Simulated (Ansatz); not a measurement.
Calculated with Ansatz (gas phase, PBE0-D4/def2-TZVP geometries, no zero-point term in ΔE). CCSD(T)/CBS is the MP2 limit (def2-TZVPP, def2-QZVPP) plus CCSD(T) − MP2 in def2-TZVPP, frozen cores. Functionals use def2-TZVPP. B3LYP here is the variant with VWN-RPA as its local correlation; programs differ in this. For Zn outer-core shells are correlated without core-valence functions, which leaves a few kJ/mol of doubt a bond. Scalar relativity is left out up to krypton. Each species was taken in one conformer, which may not be the lowest.

`[NH2][Zn][CH2]C=O` + `CCO[SiH3]` → `[NH2][Zn][O][SiH3]` + `CCCC=O`  (formal exchange of groups at a Zn–C bond)

`[NH2][Zn][CH2]C=O`:

```xyz
10

N    -0.675    1.241    2.229
Zn   -0.346    0.566    0.577
C    -0.015    0.003   -1.264
C     0.773   -1.240   -1.239
O     1.978   -1.306   -1.247
H    -1.516    0.962    2.712
H     0.082    1.274    2.896
H    -0.988   -0.142   -1.739
H     0.539    0.816   -1.741
H     0.168   -2.174   -1.184
```

`CCO[SiH3]`:

Cartesian coordinates in Å:
```
C 1.817 0.609 0.180
C 0.622 -0.304 0.082
O -0.550 0.474 -0.082
Si -2.040 -0.201 -0.222
H 1.715 1.284 1.032
H 2.732 0.025 0.307
H 1.913 1.212 -0.725
H 0.537 -0.918 0.989
H 0.735 -0.990 -0.768
H -2.376 -1.005 0.987
H -2.107 -1.105 -1.405
H -2.999 0.917 -0.376
```

`[NH2][Zn][O][SiH3]`:

```xyz
9

N     0.613   -1.104   -2.598
Zn    0.180   -0.669   -0.898
O    -0.275   -0.445    0.790
Si   -0.476    0.685    1.934
H     0.018   -0.708   -3.313
H     1.572   -0.922   -2.862
H     0.712    1.583    2.042
H    -1.660    1.550    1.651
H    -0.684    0.029    3.253
```

`CCCC=O`:

```xyz
13

C    -0.085   -0.139   -1.566
C     0.830   -0.036   -0.356
C     0.139    0.550    0.862
C    -0.852   -0.357    1.529
O    -1.050   -1.502    1.230
H     0.447   -0.550   -2.426
H    -0.469    0.844   -1.853
H    -0.937   -0.789   -1.359
H     1.697    0.585   -0.600
H     1.213   -1.027   -0.100
H    -0.382    1.487    0.624
H     0.861    0.826    1.644
H    -1.411    0.108    2.371
```

Task: Is it downhill or uphill in electronic energy at CCSD(T)/CBS, and by how much? (Estimate.)

Result: Ansatz gave: Downhill: ΔE = -105.2 kJ/mol.

Task: What do these levels give: PBE-D4, PBE0-D4, ωB97X-V, B2PLYP, PBE, r2SCAN, PBE0, B3LYP, HF/def2-QZVPP, MP2/def2-QZVPP, HF/CBS(def2), MP2/CBS(def2)? (An estimate is asked.)

Result: The calculation gave: PBE-D4 -82.9, PBE0-D4 -90.1, ωB97X-V -98.4, B2PLYP -96.8, PBE -81.9, r2SCAN -92.3, PBE0 -89.2, B3LYP -89.1, HF/def2-QZVPP -110.9, MP2/def2-QZVPP -107.3, HF/CBS(def2) -111.4, MP2/CBS(def2) -107.3 kJ/mol.

Largest T1 diagnostic among the species: 0.016.

In def2-TZVPP, CCSD(T) changes the Hartree–Fock value by +5.1 kJ/mol (the triples alone add +2.6 kJ/mol) and MP2 by +3.1 kJ/mol. From PBE to PBE0 (25 % exact exchange), in def2-TZVPP and without D4, ΔE moves by −7.4 kJ/mol.
